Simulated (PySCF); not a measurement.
This PySCF input asks for the NMR shieldings of `C[SiH2]O[Si@@H](C)C[SiH3]`, C3H14OSi3; the geometry comes from GFN2-xTB.

```python
import basis_set_exchange as bse
import numpy as np
from pyscf import gto, dft
from pyscf.prop import nmr

atoms = """
C    -2.970810    1.238474   -0.023613
Si   -2.636106   -0.623039    0.125099
O    -1.127171   -0.870190    0.665309
Si    0.501136   -0.798981    0.671504
C     1.166633   -2.063923   -0.574202
C     1.073215    0.956667    0.221519
Si    2.950626    1.210012    0.181946
H    -2.814895    1.744656    0.925575
H    -2.312186    1.704263   -0.752339
H    -3.992744    1.432143   -0.334941
H    -3.481133   -1.252236    1.139493
H    -2.755611   -1.271598   -1.184819
H     0.835679   -1.146850    2.055644
H     0.817020   -3.064563   -0.338706
H     0.840354   -1.835105   -1.585099
H     2.251514   -2.081426   -0.573110
H     0.639955    1.657515    0.935799
H     0.660788    1.230755   -0.750706
H     3.539650    0.788980    1.455107
H     3.252337    2.628252   -0.045257
H     3.552829    0.433137   -0.905270
"""
names = dict.fromkeys(["C", "Si", "O", "H"], "pcSseg-1")
basis = {el: gto.basis.parse(bse.get_basis(n, elements=[el], fmt="nwchem")) for el, n in names.items()}
mol = gto.M(atom=atoms, basis=basis, charge=0, verbose=0)
mf = dft.RKS(mol, xc="PBE0")
mf.grids.level = 2
mf.grids.alignment = dft.numint.BLKSIZE   # the property module wants whole blocks of grid points
mf.conv_tol = 1e-9
mf.kernel()

calc = nmr.RKS(mf)   # GIAO
C = mf.mo_coeff
Co = C[:, mf.mo_occ > 0]
resp = mf.gen_response(singlet=True, hermi=2)
def vind(x):   # induced exchange potential for any number of trial vectors
    d = np.einsum("pi,xij,qj->xpq", C, 2 * x.reshape(-1, C.shape[1], Co.shape[1]), Co, optimize=True)
    return np.einsum("xpq,pi,qj->xij", resp(d - d.transpose(0, 2, 1)), C, Co, optimize=True).ravel()
mo1, _ = nmr.rhf.solve_mo1(calc, with_cphf=vind)
sigma = calc.kernel(mo1)
for i, s in enumerate(sigma):   # ppm
    w = np.linalg.eigvalsh((s + s.T) / 2)
    print("%2d %-2s iso %8.1f  s11 %8.1f  s22 %8.1f  s33 %8.1f" % (i, mol.atom_pure_symbol(i), w.mean(), *w))
```

Question: Give the expected output.

Answer: 
```
 0 C  iso    186.1  s11    173.3  s22    189.2  s33    195.8
 1 Si iso    374.3  s11    323.2  s22    375.7  s33    424.0
 2 O  iso    285.0  s11    221.9  s22    295.1  s33    338.0
 3 Si iso    354.2  s11    313.9  s22    363.3  s33    385.4
 4 C  iso    186.4  s11    178.8  s22    187.8  s33    192.7
 5 C  iso    189.2  s11    181.5  s22    188.1  s33    198.0
 6 Si iso    428.6  s11    400.9  s22    415.3  s33    469.6
 7 H  iso     31.2  s11     27.4  s22     29.4  s33     36.9
 8 H  iso     31.3  s11     27.0  s22     30.3  s33     36.6
 9 H  iso     31.9  s11     27.8  s22     27.8  s33     40.0
10 H  iso     26.6  s11     22.4  s22     25.1  s33     32.1
11 H  iso     26.5  s11     22.5  s22     25.6  s33     31.3
12 H  iso     26.5  s11     22.9  s22     25.2  s33     31.4
13 H  iso     31.3  s11     27.0  s22     28.4  s33     38.5
14 H  iso     31.5  s11     28.1  s22     29.4  s33     37.0
15 H  iso     31.8  s11     26.6  s22     30.3  s33     38.4
16 H  iso     31.6  s11     26.0  s22     30.4  s33     38.3
17 H  iso     31.8  s11     27.2  s22     30.5  s33     37.7
18 H  iso     27.9  s11     24.5  s22     26.1  s33     33.2
19 H  iso     27.7  s11     23.9  s22     25.4  s33     33.7
20 H  iso     27.9  s11     24.0  s22     27.1  s33     32.6
```

These numbers come from an equivalent density-fitted implementation of the same equations, which agrees with the script to about 0.01 ppm for H and up to a few tenths of a ppm for heavy atoms, so last digits may differ.

Question: Turn these shieldings into chemical shifts. References, each an isolated molecule treated in the same way: 13C (σref 186.93) and 29Si (σref 349.16) and 1H (σref 31.72) vs TMS; H2O for 17O (σref 336.08).

Answer: Averaging equivalent atoms: C 0: 0.8; C 4: 0.5; C 5: -2.3; Si 3: -5.0; Si 1: -25.1; Si 6: -79.4; O 2: 51.1; H 11: 5.24; H 12: 5.22; H 10: 5.16; H 18/19/20: 3.87; H 7/8/9: 0.26; H 13/14/15: 0.20; H 16: 0.16; H 17: -0.07 ppm. Experimental scales use liquid or dissolved standards, which lie at an offset from isolated H2O (liquid H2O: subtract about 36 ppm).

Size and cost of the density-fitted run: 210 basis functions, 99 s wall time on 1 thread of an Intel Xeon, shared host; peak memory 0.95 GiB.
